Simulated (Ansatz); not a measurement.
Ansatz (a first-principles code) input (MP2/cc-pV(T+d)Z): A basis named .json is the Basis Set Exchange file of that set (core-valence sets with the plain set on hydrogen).

Ansatz 0.2 input:
```yaml
crystal:
  periodic: [false, false, false]
  atoms:
    - {symbol: Cl, position_ang: [-1.40250737, -0.20014729, 0.02098688]}
    - {symbol: C, position_ang: [-0.03054783, 0.84410807, 0.00883340]}
    - {symbol: Cl, position_ang: [1.41328896, -0.09777321, -0.02410455]}
basis:
  gaussian:
    orbitals: cc-pV_T+d_Z.json
    fitting: {mean_field: def2-universal-jkfit, correlation: aug-cc-pVTZ-RIFIT.json}
magnetization: {spin_polarized: false}
correlation: {method: mp2, electrons: outside_noble_gas}
```

Output:

```
Functional definition: HF
integrals: 0.04 GiB planned
331 factors; integrals over basis functions are off by at most 1.4e0 eV
400 factors; integrals over basis functions are off by at most 7.7e-1 eV
mean field: 0.20 GiB planned
mean field evaluation 1: about -26034.7998 eV, gradient 1.9e1 eV
mean field evaluation 2: about -26035.5435 eV, gradient 1.4e1 eV
mean field evaluation 4: about -26036.0690 eV, gradient 1.2e0 eV
mean field evaluation 8: about -26036.0882 eV, gradient 1.4e-6 eV
mean field -26036.08818248 eV, -956.8085928117 hartree, gradient 1.4e-6 eV, S^2 0.000000; 0 other end points of the search recorded, 0 dependent functions left out; unrestricted orbitals would lower it
11 core orbitals not correlated
reference -26036.08818248 eV, -956.8085928117 hartree; 9, 9 occupied and 88, 88 virtual orbitals, 400 factors
second order -14.05327411 eV of doubles, -0.00000000 eV of singles
Total energy: -26050.14145659 eV, -957.3250411094 hartree
```
